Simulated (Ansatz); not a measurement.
Species: C2H6Ga, SMILES `[CH3][Ga][CH3]` (charge 0, multiplicity 2).

Problem. Give a relaxed geometry from r2SCAN-D4/def2-TZVP in Ansatz (a first-principles code).

Solution. the end point of this relaxation (outside a Z-matrix the atoms follow the SMILES, hydrogens last).
Z-matrix (Å, degrees):
```
Ga
C 1 1.9967
H 2 1.0891 1 113.86
H 2 1.0951 3 109.16 1 121.75
H 2 1.0954 3 108.84 4 117.41
C 1 1.9968 2 117.22 3 174.97
H 6 1.0892 1 113.75 2 170.17
H 6 1.0948 7 109.30 1 122.14
H 6 1.0955 7 108.63 8 117.42
```
